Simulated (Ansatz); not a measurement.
System: CH3ClFSi, charge 0, multiplicity 2. It need not be the lowest isomer of its formula. SMILES: C[Si](F)Cl
Geometry: optimised at B3LYP-D3(BJ)/def2-TZVP (Ansatz, a program for electronic structure).

Computed values are from Ansatz. Correlated levels leave the core frozen unless marked. UHF or UKS for open shells. No spin-orbit coupling. No relativistic terms. CBS marks a two-point X^-3 extrapolation of the correlation energy; Hartree-Fock from the larger set. [CCSD(T)-MP2]/basis is that difference in the basis named.

```yaml
atomisation energy De: 2549.9 kJ/mol at RI-MP2/CBS(aug-cc-pV(T+d)Z,aug-cc-pV(Q+d)Z)+[CCSD(T)-MP2]/aug-cc-pV(T+d)Z
total_energy: -888.5789 Eh at RI-MP2/CBS(aug-cc-pV(T+d)Z,aug-cc-pV(Q+d)Z)+[CCSD(T)-MP2]/aug-cc-pV(T+d)Z
dipole_moment: 2.10 D at CCSD(T)/aug-cc-pV(D+d)Z
T1 diagnostic: 0.013 at CCSD/aug-cc-pV(T+d)Z
```
